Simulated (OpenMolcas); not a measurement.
Ru2+ among 6 point charges of -0.75 e arranged as an octahedron (Oh), 1.93 Å from the ion.

- Program: OpenMolcas
- Method: SS-CASPT2, IPEA 0.25 Eh, imaginary shift 0.1 Eh (closed shells correlated: 4s 4p)
- Basis: ANO-RCC-VDZP [6s5p3d1f]
- Scalar Hamiltonian: DKH2, point nucleus
- Active space: 6 electrons in 5 orbitals (4d)
- State averaging: 2S+1 = 5 even, 5 roots; 2S+1 = 3 even, 45 roots; 2S+1 = 1 even, 50 roots
- Spin-orbit coupling: RASSI with atomic mean-field integrals over the reference wave functions

Question: What is the spin-free ground state (labels of O, the rotations of Oh)?

Answer: 5T2, 3-fold in its orbital part, 100 % from free-ion D terms; it has the highest spin that d6 allows.

Question: Where is the first state of the same spin?

Answer: 5E at 6880 cm-1 above the ground state.

Question: What are the lowest two levels with spin-orbit coupling?

Answer: A 3-fold level T2, then a 2-fold level E 390 cm-1 above it. Their leading multiplicities are 5 (99 %) and 5 (99 %).

Question: What is χT at 300 K, and how does it compare with the textbook value?

Answer: The lowest level has 2S+1 = 5, for which the spin-only value is χT = S(S+1) / 2 = 3.000 cm3 K/mol (g = 2). The computed 4.392 at 300 K differs by +1.392, through orbital momentum, spin-orbit coupling and any other state in reach. With a threefold ground state the orbital momentum is unquenched, so the spin-only value is not expected to hold.

Roots that are degenerate in the reference are averaged as groups; the widest CASPT2 spread within a group is 360 cm-1 (the 3-fold group of multiplicity 3 near 41100 cm-1 above the lowest state of its run). Shifts and gaps below about the spread of the groups concerned are not significant. An orbital triplet at a regular site is open to Jahn-Teller coupling, which can distort the site and quench the lowest spin-orbit gaps and is left out. Point charges give a weaker field than real ligands, and real ions of this kind are as a rule low spin; the high spin found here belongs to the model. Free-ion shares, where given, are those of the reference states; single-state CASPT2 does not remix them. This is an electrostatic model: the charges have no orbitals. No measured value stands beside these numbers.
